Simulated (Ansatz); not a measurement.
Input file for Ansatz (a first-principles code): R-SVWN5/def2-TZVPP on SiH4 (SMILES [SiH4]).

Ansatz 0.2 input:
```yaml
crystal:
  periodic: [false, false, false]
  atoms:
    - {symbol: Si, position_ang: [0.00000000, -0.00000000, -0.00000000]}
    - {symbol: H, position_ang: [0.85467615, 0.85467615, 0.85467615]}
    - {symbol: H, position_ang: [-0.85467615, -0.85467615, 0.85467615]}
    - {symbol: H, position_ang: [-0.85467615, 0.85467615, -0.85467615]}
    - {symbol: H, position_ang: [0.85467615, -0.85467615, -0.85467615]}
basis:
  gaussian:
    orbitals: def2-TZVPP
hamiltonian:
  xc: {name: SVWN5}
scf: {lower_state_search: off}
```

Question: Predict the final total energy.

Answer: -290.6748 hartree.
